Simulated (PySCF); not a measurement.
## Potential energy of CsSr⁺ along the bond

Set-up: PySCF, scalar-relativistic core potentials, basis sets Cs def2-SVP with ECP46, Sr def2-SVP with ECP28. Energies in eV from Cs⁺ + Sr in their ground configurations at the same level. State: ¹Σ⁺ (singlet), closed shell.

| R (Å) | RHF-CCSD |
| --- | --- |
| 4.274 | -0.2887 |
| 4.464 | -0.3377 |
| 4.606 | -0.3588 |
| 4.749 | -0.3696 |
| 4.891 | -0.3724 |
| 5.081 | -0.3665 |
| 5.319 | -0.3481 |
| 5.604 | -0.3162 |

Q: Put a parabola through the three lowest points of the RHF-CCSD curve and estimate Re, k and ωe (reduced mass 52.91 u; 1 eV/Å² = 0.16022 mdyn/Å; ωe = 1302.8·√(k/μ) cm⁻¹).

A: Through R = 4.749, 4.891, 5.081 Å the second-order coefficient is 0.153 eV/Å², so Re ≈ 4.884 Å, k ≈ 0.0490 mdyn/Å and ωe ≈ 40 cm⁻¹. A polynomial fit of higher order to the unrounded RHF-CCSD energies gives Re = 4.877 Å, k = 0.0511 mdyn/Å, ωe = 40.5 cm⁻¹; anharmonicity and rounding make the difference.

The higher-order fit for each curve: RHF-CCSD: Re = 4.877 Å, ωe = 40.5 cm⁻¹, De = 0.372 eV.

Correlated steps freeze no core orbitals. The bond is weak. Basis-set superposition, not corrected here, can be much of De in a small basis, most of all at correlated wavefunction levels. Spin–orbit coupling is left out. For an ion De counts to the pair picked by the measured ionisation energies or electron affinities, which need not be the lowest pair at this level.
